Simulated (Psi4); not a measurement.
A run for Psi4: SAPT0/jun-cc-pV(D+d)Z on C3H7NO2 (a complex).

```
memory 1800 MB

molecule dimer {
0 1
C    -0.10145587   -1.26816376    0.12050989
C     0.51858702    0.11875551    0.17464902
N    -0.22630885    0.97907183    1.09947903
H     0.45784903   -1.91651162   -0.55588580
H    -0.10804700   -1.72614843    1.11011052
H    -1.13235719   -1.22134083   -0.24107425
H     0.57579304    0.53190469   -0.84224428
H     1.54264839    0.04593266    0.54787486
H     0.16021103    1.91573653    1.11588267
H    -1.19440730    1.06418942    0.80918744
--
0 1
O     0.97467883   -0.52709718    3.48865371
C    -0.00038300    0.04516790    3.75257664
O    -0.96591481    0.58949927    4.09492083
units angstrom
symmetry c1
no_reorient
no_com
}

set {
  basis jun-cc-pV(D+d)Z
  scf_type df
  freeze_core true
}

energy('sapt0')
```

The log:

```
[...]
==> Input File <==

--------------------------------------------------------------------------
memory 1800 MB

molecule dimer {
0 1
C    -0.10145587   -1.26816376    0.12050989
C     0.51858702    0.11875551    0.17464902
N    -0.22630885    0.97907183    1.09947903
H     0.45784903   -1.91651162   -0.55588580
H    -0.10804700   -1.72614843    1.11011052
H    -1.13235719   -1.22134083   -0.24107425
H     0.57579304    0.53190469   -0.84224428
H     1.54264839    0.04593266    0.54787486
H     0.16021103    1.91573653    1.11588267
H    -1.19440730    1.06418942    0.80918744
--
0 1
O     0.97467883   -0.52709718    3.48865371
C    -0.00038300    0.04516790    3.75257664
O    -0.96591481    0.58949927    4.09492083
units angstrom
symmetry c1
no_reorient
no_com
}

set {
  basis jun-cc-pV(D+d)Z
  scf_type df
  freeze_core true
}

energy('sapt0')
--------------------------------------------------------------------------


   => Loading Basis Set <=

    Name: JUN-CC-PV(D+D)Z
    Role: ORBITAL
    Keyword: BASIS
    atoms 1-2, 12 entry C          line   188 file jun-cc-pv_dpd_z.gbs
    atoms 3       entry N          line   222 file jun-cc-pv_dpd_z.gbs
    atoms 4-10    entry H          line    60 file jun-cc-pv_dpd_z.gbs
    atoms 11, 13  entry O          line   256 file jun-cc-pv_dpd_z.gbs

   => Loading Basis Set <=

    Name: JUN-CC-PV(D+D)Z
    Role: ORBITAL
    Keyword: BASIS
    atoms 1-2, 12 entry C          line   188 file jun-cc-pv_dpd_z.gbs
    atoms 3       entry N          line   222 file jun-cc-pv_dpd_z.gbs
    atoms 4-10    entry H          line    60 file jun-cc-pv_dpd_z.gbs
    atoms 11, 13  entry O          line   256 file jun-cc-pv_dpd_z.gbs


  //>>>>>>>>>>>>>>>>>>>>>>>>>>>>>>>>>>>//
  //              Dimer HF             //
  //<<<<<<<<<<<<<<<<<<<<<<<<<<<<<<<<<<<//

   => Libint2 <=

    Primary   basis highest AM E, G, H:  7, 6, 3
    Auxiliary basis highest AM E, G, H:  7, 7, 4
    Onebody   basis highest AM E, G, H:  -, -, -
    Solid Harmonics ordering:            Gaussian


   => Loading Basis Set <=

    Name: JUN-CC-PV(D+D)Z
    Role: ORBITAL
    Keyword: BASIS
    atoms 1-2, 12 entry C          line   188 file jun-cc-pv_dpd_z.gbs
    atoms 3       entry N          line   222 file jun-cc-pv_dpd_z.gbs
    atoms 4-10    entry H          line    60 file jun-cc-pv_dpd_z.gbs
    atoms 11, 13  entry O          line   256 file jun-cc-pv_dpd_z.gbs


         ---------------------------------------------------------
                                   SCF
               by Justin Turney, Rob Parrish, Andy Simmonett
                          and Daniel G. A. Smith
                              RHF Reference
                        1 Threads,   1716 MiB Core
         ---------------------------------------------------------

  ==> Geometry <==

    Molecular point group: c1
    Full point group: C1

    Geometry (in Angstrom), charge = 0, multiplicity = 1:

       Center              X                  Y                   Z               Mass
    ------------   -----------------  -----------------  -----------------  -----------------
         C           -0.101455870000    -1.268163760000     0.120509890000    12.000000000000
         C            0.518587020000     0.118755510000     0.174649020000    12.000000000000
         N           -0.226308850000     0.979071830000     1.099479030000    14.003074004430
         H            0.457849030000    -1.916511620000    -0.555885800000     1.007825032230
         H           -0.108047000000    -1.726148430000     1.110110520000     1.007825032230
         H           -1.132357190000    -1.221340830000    -0.241074250000     1.007825032230
         H            0.575793040000     0.531904690000    -0.842244280000     1.007825032230
         H            1.542648390000     0.045932660000     0.547874860000     1.007825032230
         H            0.160211030000     1.915736530000     1.115882670000     1.007825032230
         H           -1.194407300000     1.064189420000     0.809187440000     1.007825032230
         O            0.974678830000    -0.527097180000     3.488653710000    15.994914619570
         C           -0.000383000000     0.045167900000     3.752576640000    12.000000000000
         O           -0.965914810000     0.589499270000     4.094920830000    15.994914619570

  Running in c1 symmetry.

  Rotational constants: A =      0.17803  B =      0.02466  C =      0.02336 [cm^-1]
  Rotational constants: A =   5337.17333  B =    739.32336  C =    700.17787 [MHz]
  Nuclear repulsion =  225.839145104119439

  Charge       = 0
  Multiplicity = 1
  Electrons    = 48
  Nalpha       = 24
  Nbeta        = 24

  ==> Algorithm <==

  SCF Algorithm Type is DF.
  DIIS enabled.
  MOM disabled.
  Fractional occupation disabled.
  Guess Type is SAD.
  Energy threshold   = 1.00e-08
  Density threshold  = 1.00e-08
  Integral threshold = 1.00e-12

  ==> Primary Basis <==

  Basis Set: JUN-CC-PV(D+D)Z
    Blend: JUN-CC-PV(D+D)Z
    Number of shel
[...]
    126.2248601095730862
    Total Energy =                       -187.6579657940701225

Computation Completed


Properties will be evaluated at   0.000000,   0.000000,   0.000000 [a0]

Properties computed using the SCF density matrix


 Multipole Moments:

 ------------------------------------------------------------------------------------
     Multipole            Electronic (a.u.)      Nuclear  (a.u.)        Total (a.u.)
 ------------------------------------------------------------------------------------

 L = 1.  Multiply by 2.5417464519 to convert [e a0] to [Debye]
 Dipole X            :         -0.1346272            0.1281502           -0.0064770
 Dipole Y            :         -1.4347964            1.4555126            0.0207162
 Dipole Z            :       -157.2482418          157.1950841           -0.0531576
 Magnitude           :                                                    0.0574182

 ------------------------------------------------------------------------------------

  Constructing Basis Sets for SAPT...

   => Loading Basis Set <=

    Name: (JUN-CC-PV(D+D)Z AUX)
    Role: RIFIT
    Keyword: DF_BASIS_SAPT
    atoms 1-2, 12 entry C          line   100 file jun-cc-pvdz-ri.gbs
    atoms 3       entry N          line   144 file jun-cc-pvdz-ri.gbs
    atoms 4-10    entry H          line    30 file jun-cc-pvdz-ri.gbs
    atoms 11, 13  entry O          line   188 file jun-cc-pvdz-ri.gbs

   => Loading Basis Set <=

    Name: (JUN-CC-PV(D+D)Z AUX)
    Role: JKFIT
    Keyword: DF_BASIS_ELST
    atoms 1-2, 12 entry C          line   146 file jun-cc-pvdz-jkfit.gbs
    atoms 3       entry N          line   202 file jun-cc-pvdz-jkfit.gbs
    atoms 4-10    entry H          line    70 file jun-cc-pvdz-jkfit.gbs
    atoms 11, 13  entry O          line   258 file jun-cc-pvdz-jkfit.gbs


  //>>>>>>>>>>>>>>>>>>>>>>>>>>>>>>>>>>>//
  //               SAPT0               //
  //<<<<<<<<<<<<<<<<<<<<<<<<<<<<<<<<<<<//



        SAPT0
    Ed Hohenstein
     6 June 2009

      Orbital Information
  --------------------------
    NSO        =       143
    NMO        =       143
    NRI        =       488
    NRI (Elst) =       635
    NOCC A     =        13
    NOCC B     =        11
    FOCC A     =         3
    FOCC B     =         3
    NVIR A     =       130
    NVIR B     =       132

    Elst10,r            =    -0.013452289435 [Eh]
    Exch10              =     0.012870310088 [Eh]
    Exch10 (S^2)        =     0.012774177795 [Eh]

    Maxiter = 50
    CPHF R converge = 1.000000E-08

    Iter     Energy [mEh]          dE [mEh]         Residual      Time [s]
       1      -6.78098807       6.780988072     1.386609e-02             0
       2      -9.14204393       2.361055862     2.875364e-03             0
       3      -9.11511862      -0.026925315     1.141495e-03             0
       4      -9.09397846      -0.021140155     3.002736e-04             0
       5      -9.09470995       0.000731484     7.736942e-05             0
       6      -9.09640791       0.001697959     1.823194e-05             0
       7      -9.09636147      -0.000046437     5.664831e-06             0
       8      -9.09627016      -0.000091306     1.242774e-06             0
       9      -9.09628140       0.000011241     3.756676e-07             0
      10      -9.09628330       0.000001895     1.240208e-07             0
      11      -9.09628246      -0.000000838     2.860684e-08             0
      12      -9.09628228      -0.000000178     7.182391e-09             0

    CHF Iterations converged

    Maxiter = 50
    CPHF R converge = 1.000000E-08

    Iter     Energy [mEh]          dE [mEh]         Residual      Time [s]
       1      -0.84798191       0.847981913     7.967221e-03             1
       2      -0.84152501      -0.006456907     2.333037e-03             1
       3      -0.89532219       0.053797188     7.443029e-04             1
       4      -0.90361283       0.008290632     2.093522e-04             1
       5      -0.90125769      -0.002355135     1.059900e-04             1
       6      -0.90018048      -0.001077206     2.642331e-05             1
       7      -0.90039041       0.000209930     9.134030e-06             1
       8      -0.90044726       0.000056842     1.813237e-06             1
       9      -0.90042366      -0.000023598     6.248625e-07             1
      10      -0.90042985       0.000006188     1.811086e-07             1
      11      -0.90042878      -0.000001065     3.259426e-08             1
      12      -0.90042889       0.000000104     5.600336e-09             1

    CHF Iterations converged

    Ind20,r (A<-B)      =    -0.009096282283 [Eh]
    Ind20,r (B<-A)      =    -0.000900428885 [Eh]
    Ind20,r             =    -0.009996711169 [Eh]
    Exch-Ind20,r (A<-B) =     0.008083191910 [Eh]
    Exch-Ind20,r (B<-A) =     0.000325554638 [Eh]
    Exch-Ind20,r        =     0.008408746548 [Eh]
    Disp20              =    -0.005227419643 [Eh]
    Disp20 (SS)         =    -0.002613709821 [Eh]
    Disp20 (OS)         =    -0.002613709821 [Eh]
    Exch-Disp20         =     0.001025857484 [Eh]
    Exch-Disp20 (SS)    =     0.000571521567 [Eh]
    Exch-Disp20 (OS)    =     0.000454335917 [Eh]

    SAPT Results
  --------------------------------------------------------------------------------------------------------
    Electrostatics                -13.45228943 [mEh]      -8.44143906 [kcal/mol]     -35.31898105 [kJ/mol]
      Elst10,r                    -13.45228943 [mEh]      -8.44143906 [kcal/mol]     -35.31898105 [kJ/mol]

    Exchange                       12.87031009 [mEh]       8.07624151 [kcal/mol]      33.79099448 [kJ/mol]
      Exch10                       12.87031009 [mEh]       8.07624151 [kcal/mol]      33.79099448 [kJ/mol]
      Exch10(S^2)                  12.77417780 [mEh]       8.01591759 [kcal/mol]      33.53859918 [kJ/mol]

    Induction                      -2.13530080 [mEh]      -1.33992148 [kcal/mol]      -5.60623149 [kJ/mol]
      Ind20,r                      -9.99671117 [mEh]      -6.27303096 [kcal/mol]     -26.24636156 [kJ/mol]
      Exch-Ind20,r                  8.40874655 [mEh]       5.27656812 [kcal/mol]      22.07716102 [kJ/mol]
      delta HF,r (2)               -0.54733618 [mEh]      -0.34345864 [kcal/mol]      -1.43703095 [kJ/mol]

    Dispersion                     -4.20156216 [mEh]      -2.63652006 [kcal/mol]     -11.03119993 [kJ/mol]
      Disp20                       -5.22741964 [mEh]      -3.28025535 [kcal/mol]     -13.72458838 [kJ/mol]
      Exch-Disp20                   1.02585748 [mEh]       0.64373529 [kcal/mol]       2.69338845 [kJ/mol]
      Disp20 (SS)                  -2.61370982 [mEh]      -1.64012767 [kcal/mol]      -6.86229419 [kJ/mol]
      Disp20 (OS)                  -2.61370982 [mEh]      -1.64012767 [kcal/mol]      -6.86229419 [kJ/mol]
      Exch-Disp20 (SS)              0.57152157 [mEh]       0.35863520 [kcal/mol]       1.50052967 [kJ/mol]
      Exch-Disp20 (OS)              0.45433592 [mEh]       0.28510009 [kcal/mol]       1.19285879 [kJ/mol]

  Total HF                         -2.71728015 [mEh]      -1.70511904 [kcal/mol]      -7.13421806 [kJ/mol]
  Total SAPT0                      -6.91884231 [mEh]      -4.34163910 [kcal/mol]     -18.16541798 [kJ/mol]

  Special recipe for scaled SAPT0 (see Manual):
    Electrostatics sSAPT0         -13.45228943 [mEh]      -8.44143906 [kcal/mol]     -35.31898105 [kJ/mol]
    Exchange sSAPT0                12.87031009 [mEh]       8.07624151 [kcal/mol]      33.79099448 [kJ/mol]
    Induction sSAPT0               -1.94402808 [mEh]      -1.21989604 [kcal/mol]      -5.10404501 [kJ/mol]
    Dispersion sSAPT0              -4.17822710 [mEh]      -2.62187709 [kcal/mol]     -10.96993375 [kJ/mol]
  Total sSAPT0                     -6.70423453 [mEh]      -4.20697068 [kcal/mol]     -17.60196533 [kJ/mol]
  --------------------------------------------------------------------------------------------------------



*** Psi4 exiting successfully. Buy a developer a beer!
```

The run finished.

Cost: around 10 core-seconds (rough).
